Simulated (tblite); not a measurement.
Record of a relaxation.

C4H8AlBCl2.
Atom-mapped SMILES: `[CH3:1][CH2:2]/[C:3]([AlH2:4])=[CH:5]\[B:6]([Cl:7])[Cl:8]` (hydrogens: H9, H10, H11 on C1; H12, H13 on C2; H14, H15 on Al4; H16 on C5)

Computed with GFN2-xTB (tblite), gas phase: L-BFGS steps from a force-field or distance-geometry start until the largest atomic force falls under 0.01 eV/Å. 11 of its 225 geometries are shown.

Step 0: E = -654.0557 eV, largest atomic force 2.667 eV/Å
```
atom  x, y, z in Å  |  force x, y, z in eV/Å
C1     -0.852   -1.717   -0.028   -1.727   0.311  -0.044
C2     -0.179   -0.609   -0.816   -1.169  -0.488  -1.419
C3     -0.075    0.599    0.009   -1.505  -0.020   0.240
Al4    -1.760    1.426    0.633   -0.810  -0.672   0.072
C5      1.083    1.151    0.320    2.009   0.627  -0.020
B6      2.440    0.565   -0.155    2.074   0.067   1.675
Cl7     2.941   -1.200   -0.153   -0.491   1.632  -0.260
Cl8     3.903    1.714    0.116   -1.194  -1.029  -0.533
H9     -0.216   -2.240    0.681   -0.091   0.064  -0.257
H10    -1.688   -1.177    0.527    0.752  -0.663  -0.088
H11    -1.404   -2.387   -0.728    0.781   0.060   0.673
H12     0.705   -0.921   -1.351    0.389  -0.088   0.177
H13    -0.932   -0.369   -1.608    0.337   0.083   0.162
H14    -2.697    2.047   -0.480    0.163   0.083   0.381
H15    -2.316    1.060    2.080    0.118   0.445  -0.346
H16     1.039    2.068    0.941    0.365  -0.412  -0.411
```

Step 22: E = -654.8759 eV, largest atomic force 0.084 eV/Å
```
atom  x, y, z in Å  |  force x, y, z in eV/Å
C1     -0.927   -1.695   -0.051   -0.011   0.039  -0.004
C2     -0.258   -0.605   -0.885   -0.001  -0.021   0.001
C3     -0.064    0.614   -0.013   -0.028  -0.024   0.028
Al4    -1.838    1.329    0.608    0.058  -0.054  -0.019
C5      1.161    1.088    0.328   -0.023   0.034   0.006
B6      2.591    0.572    0.036   -0.014  -0.068   0.024
Cl7     2.998   -1.091   -0.202   -0.005   0.018  -0.031
Cl8     3.907    1.696    0.077   -0.005   0.005  -0.003
H9     -0.217   -2.132    0.648   -0.027   0.044  -0.034
H10    -1.746   -1.246    0.536   -0.020  -0.055  -0.060
H11    -1.335   -2.483   -0.682    0.014   0.050   0.063
H12     0.670   -0.977   -1.316    0.003   0.027  -0.031
H13    -0.935   -0.313   -1.700    0.026  -0.044   0.026
H14    -2.805    2.029   -0.374   -0.011  -0.016  -0.047
H15    -2.354    1.220    2.061    0.038   0.025   0.050
H16     1.144    2.004    0.917    0.006   0.040   0.031
```

Step 45: E = -654.9380 eV, largest atomic force 0.124 eV/Å
```
atom  x, y, z in Å  |  force x, y, z in eV/Å
C1     -0.977   -1.641   -0.100    0.020  -0.009  -0.049
C2     -0.262   -0.572   -0.927    0.006   0.013  -0.027
C3     -0.041    0.596   -0.006   -0.007  -0.033   0.068
Al4    -1.788    1.296    0.650   -0.081   0.064   0.066
C5      1.169    1.024    0.425    0.003   0.002   0.040
B6      2.595    0.557    0.052   -0.024  -0.017   0.071
Cl7     2.976   -1.046   -0.452    0.110  -0.040  -0.037
Cl8     3.910    1.674    0.205   -0.002  -0.020   0.003
H9     -0.415   -1.842    0.812   -0.022  -0.051  -0.048
H10    -1.981   -1.290    0.186    0.076   0.046   0.010
H11    -1.084   -2.566   -0.659   -0.030  -0.001  -0.018
H12     0.655   -0.963   -1.361    0.026  -0.030   0.029
H13    -0.920   -0.255   -1.743   -0.063   0.004  -0.006
H14    -2.992    1.366   -0.324   -0.019  -0.053   0.005
H15    -1.986    1.817    2.095    0.026   0.045  -0.014
H16     1.134    1.851    1.136   -0.018   0.079  -0.094
```

Step 67: E = -655.0072 eV, largest atomic force 0.107 eV/Å
```
atom  x, y, z in Å  |  force x, y, z in eV/Å
C1     -1.014   -1.699   -0.169   -0.004  -0.013  -0.023
C2     -0.252   -0.600   -0.904    0.008  -0.008  -0.015
C3     -0.044    0.562    0.023   -0.091   0.009   0.037
Al4    -1.776    1.325    0.699    0.105  -0.018  -0.009
C5      1.159    1.058    0.395   -0.038   0.033   0.004
B6      2.597    0.592    0.085    0.062  -0.072   0.044
Cl7     3.029   -0.983   -0.481    0.008   0.002  -0.026
Cl8     3.913    1.661    0.433    0.019   0.051  -0.004
H9     -0.406   -2.109    0.635   -0.008   0.008   0.002
H10    -1.936   -1.289    0.265    0.048   0.002   0.006
H11    -1.276   -2.503   -0.853   -0.017  -0.005   0.027
H12     0.676   -0.991   -1.314    0.043  -0.011  -0.041
H13    -0.877   -0.240   -1.731   -0.033  -0.021  -0.016
H14    -3.115    0.887    0.057   -0.052   0.036  -0.010
H15    -1.798    2.398    1.814    0.028   0.022   0.004
H16     1.112    1.941    1.037   -0.077  -0.014   0.021
```

Step 90: E = -655.0376 eV, largest atomic force 0.113 eV/Å
```
atom  x, y, z in Å  |  force x, y, z in eV/Å
C1     -0.996   -1.754   -0.197    0.016   0.001   0.005
C2     -0.260   -0.664   -0.976    0.001   0.012   0.023
C3     -0.088    0.493   -0.040    0.020   0.023  -0.035
Al4    -1.709    1.403    0.688    0.004   0.020   0.031
C5      1.079    0.997    0.423   -0.013  -0.029   0.009
B6      2.551    0.616    0.155    0.002   0.108   0.033
Cl7     3.085   -0.889   -0.486   -0.002  -0.049  -0.028
Cl8     3.782    1.773    0.557    0.005  -0.031   0.003
H9     -0.340   -2.171    0.563   -0.028  -0.023   0.011
H10    -1.866   -1.308    0.305    0.005  -0.042  -0.029
H11    -1.335   -2.554   -0.849    0.017   0.018  -0.008
H12     0.680   -1.039   -1.382   -0.042   0.013   0.010
H13    -0.903   -0.333   -1.800    0.046  -0.033   0.011
H14    -3.139    1.030    0.224   -0.038   0.022   0.013
H15    -1.499    2.562    1.697    0.014  -0.019  -0.007
H16     0.948    1.849    1.104   -0.008   0.010  -0.042
```

Step 112: E = -655.0527 eV, largest atomic force 0.037 eV/Å
```
atom  x, y, z in Å  |  force x, y, z in eV/Å
C1     -0.998   -1.806   -0.229   -0.011  -0.008   0.008
C2     -0.248   -0.709   -0.982    0.002  -0.004  -0.002
C3     -0.127    0.475   -0.075    0.035   0.007  -0.009
Al4    -1.679    1.454    0.728    0.003   0.016   0.002
C5      1.028    1.017    0.380   -0.005   0.010  -0.009
B6      2.512    0.652    0.162   -0.018  -0.024  -0.010
Cl7     3.072   -0.828   -0.531    0.017   0.005  -0.002
Cl8     3.730    1.764    0.688    0.014   0.022   0.011
H9     -0.386   -2.186    0.587   -0.028   0.006  -0.007
H10    -1.921   -1.393    0.193    0.007  -0.011  -0.008
H11    -1.248   -2.632   -0.891   -0.006   0.015   0.012
H12     0.716   -1.073   -1.333   -0.005  -0.004  -0.001
H13    -0.848   -0.407   -1.847   -0.001  -0.013  -0.002
H14    -3.175    1.150    0.453    0.011  -0.013   0.000
H15    -1.309    2.639    1.656   -0.003  -0.005   0.015
H16     0.874    1.891    1.029   -0.013   0.002   0.004
```

Step 134: E = -655.0576 eV, largest atomic force 0.040 eV/Å
```
atom  x, y, z in Å  |  force x, y, z in eV/Å
C1     -1.056   -1.789   -0.230   -0.014  -0.007   0.000
C2     -0.231   -0.740   -0.976   -0.001  -0.006   0.004
C3     -0.105    0.465   -0.102   -0.033   0.004   0.017
Al4    -1.651    1.412    0.753   -0.001   0.018  -0.011
C5      1.042    1.043    0.327   -0.004  -0.011   0.021
B6      2.533    0.695    0.142    0.035   0.002  -0.003
Cl7     3.132   -0.757   -0.572   -0.011   0.005  -0.019
Cl8     3.724    1.799    0.755   -0.018  -0.008  -0.015
H9     -0.509   -2.157    0.636   -0.002   0.009  -0.014
H10    -1.991   -1.337    0.119    0.007   0.003  -0.002
H11    -1.289   -2.630   -0.879   -0.010   0.000   0.011
H12     0.731   -1.150   -1.282    0.016   0.003   0.008
H13    -0.788   -0.440   -1.870    0.032  -0.014  -0.020
H14    -3.149    1.117    0.478    0.010  -0.001   0.013
H15    -1.269    2.552    1.733   -0.015  -0.007  -0.007
H16     0.867    1.927    0.958    0.008   0.011   0.018
```

Step 157: E = -655.0889 eV, largest atomic force 0.239 eV/Å
```
atom  x, y, z in Å  |  force x, y, z in eV/Å
C1     -1.297   -1.683   -0.368    0.088   0.060   0.012
C2     -0.050   -0.897   -0.787   -0.056  -0.110  -0.078
C3     -0.038    0.392   -0.029    0.032  -0.013   0.022
Al4    -1.592    1.234    0.922   -0.013   0.035   0.002
C5      1.060    1.129    0.270   -0.004  -0.046  -0.050
B6      2.549    0.864   -0.015    0.075  -0.008  -0.010
Cl7     3.121   -0.288   -1.169   -0.022   0.033   0.012
Cl8     3.746    1.719    0.897    0.026   0.034  -0.013
H9     -1.194   -2.003    0.673   -0.053   0.041  -0.135
H10    -2.180   -1.033   -0.442    0.110  -0.071  -0.009
H11    -1.453   -2.558   -0.993    0.038  -0.023   0.014
H12     0.864   -1.489   -0.631   -0.206   0.120   0.015
H13    -0.098   -0.664   -1.862   -0.007  -0.027   0.196
H14    -2.999    0.619    1.140    0.005   0.045   0.008
H15    -1.290    2.632    1.528   -0.022  -0.044  -0.004
H16     0.843    2.035    0.854    0.009  -0.025   0.019
```

Step 179: E = -655.1155 eV, largest atomic force 0.047 eV/Å
```
atom  x, y, z in Å  |  force x, y, z in eV/Å
C1     -1.339   -1.655   -0.425    0.010   0.024  -0.006
C2     -0.019   -0.935   -0.684   -0.005  -0.018   0.012
C3     -0.010    0.352    0.077    0.000  -0.001   0.011
Al4    -1.590    1.196    0.981   -0.016   0.016   0.002
C5      1.088    1.106    0.326   -0.001  -0.006   0.001
B6      2.557    0.900   -0.094   -0.029   0.037   0.002
Cl7     3.021   -0.135   -1.394    0.013  -0.030   0.011
Cl8     3.815    1.748    0.738    0.009   0.012  -0.015
H9     -1.460   -1.824    0.648   -0.004  -0.007  -0.013
H10    -2.172   -1.034   -0.763   -0.001   0.014  -0.008
H11    -1.382   -2.613   -0.937    0.003  -0.011  -0.013
H12     0.824   -1.567   -0.394    0.014  -0.005   0.001
H13     0.094   -0.720   -1.750   -0.013  -0.009   0.003
H14    -3.048    0.674    1.000    0.010   0.000   0.011
H15    -1.274    2.525    1.714    0.002  -0.008  -0.001
H16     0.888    1.992    0.946    0.011  -0.009   0.002
```

Step 202: E = -655.1307 eV, largest atomic force 0.028 eV/Å
```
atom  x, y, z in Å  |  force x, y, z in eV/Å
C1     -1.382   -1.617   -0.524    0.000  -0.019   0.010
C2      0.002   -0.984   -0.610   -0.005   0.010  -0.003
C3      0.016    0.288    0.177   -0.002   0.010  -0.017
Al4    -1.567    1.163    1.050    0.003  -0.002   0.007
C5      1.103    1.074    0.378   -0.016   0.001  -0.007
B6      2.554    0.933   -0.118    0.004   0.003   0.010
Cl7     3.071   -0.318   -1.190   -0.001   0.000   0.013
Cl8     3.745    2.084    0.388    0.000  -0.010  -0.009
H9     -1.610   -1.870    0.514   -0.009   0.018  -0.020
H10    -2.136   -0.905   -0.872    0.012  -0.005  -0.005
H11    -1.444   -2.521   -1.127   -0.010   0.008   0.014
H12     0.761   -1.674   -0.233    0.013   0.001   0.002
H13     0.256   -0.770   -1.652    0.008   0.002  -0.003
H14    -3.030    0.661    1.049   -0.004  -0.009   0.011
H15    -1.247    2.501    1.767    0.004  -0.009   0.001
H16     0.899    1.962    0.993    0.004   0.002  -0.003
```

Step 224: E = -655.1350 eV, largest atomic force 0.008 eV/Å
```
atom  x, y, z in Å  |  force x, y, z in eV/Å
C1     -1.398   -1.576   -0.574   -0.006  -0.003  -0.004
C2      0.009   -0.988   -0.600   -0.002   0.000   0.005
C3      0.020    0.290    0.176   -0.003   0.001   0.001
Al4    -1.556    1.116    1.107   -0.003   0.007  -0.001
C5      1.101    1.087    0.360   -0.001   0.003  -0.005
B6      2.552    0.941   -0.134    0.003   0.000   0.000
Cl7     3.099   -0.397   -1.078    0.003  -0.004  -0.004
Cl8     3.718    2.160    0.255    0.004   0.004   0.003
H9     -1.701   -1.761    0.459    0.004  -0.002   0.007
H10    -2.103   -0.864   -1.008    0.005   0.002  -0.004
H11    -1.452   -2.509   -1.130    0.000   0.000   0.000
H12     0.726   -1.693   -0.170   -0.004   0.000   0.002
H13     0.327   -0.802   -1.630   -0.001  -0.001  -0.005
H14    -3.001    0.567    1.169    0.001  -0.003   0.001
H15    -1.241    2.453    1.826    0.000  -0.003   0.001
H16     0.894    1.984    0.960    0.000  -0.001   0.003
```

Question: Summarise the path.

Answer: The energy falls by 24.89 kcal/mol from step 0 to step 224; nine tenths of that is first reached at step 81. It rises by more than 0.2 meV at steps 146 and 148. The largest force goes from 2.667 to 0.008 eV/Å. Among the bonds B6–Cl8 changes most, from 1.880 to 1.731 Å; the atoms move by 1.126 Å rms after alignment.

The cost below is that of the whole relaxation. On one thread, Arm Neoverse N1 (aarch64), shared host, this took 3.8 s of wall time.
